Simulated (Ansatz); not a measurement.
CH3Cl2In (`Cl[CH](Cl)[InH2]`). Charge 0, multiplicity 1. In takes the def2 core potential.

Cartesian coordinates in Å:
```
Cl 2.285 -0.354 -0.235
C 0.593 -0.713 0.122
Cl -0.172 -1.650 -1.218
In -0.774 0.996 0.141
H 0.584 -1.380 0.980
H -0.391 2.229 -0.981
H -2.125 0.873 1.191
```

Question: List the harmonic frequencies (cm⁻¹, unscaled) at PBE0-D4/def2-TZVP in Ansatz. (Estimate.)

Answer: Computed: 65, 134, 143, 269, 349, 494, 529, 579, 668, 767, 1086, 1228, 1839, 1864, 3155.

Question: Is this a minimum?

Answer: Yes, all 15 modes are real.

Question: Give the ideal-gas thermochemistry at 298.15 K and 1 bar (rigid rotor, harmonic oscillator; point group C1, symmetry number 1).

Answer: Zero-point energy 78.8 kJ/mol; H(298) − E = 98.7 kJ/mol; entropy 359.0 J/(mol·K), of which translation 175.0, rotation 120.5, vibration 63.5; G(298) − E = -8.3 kJ/mol. Modes under 100 cm⁻¹ are hindered rotations or soft bends, so the harmonic entropy is rough.
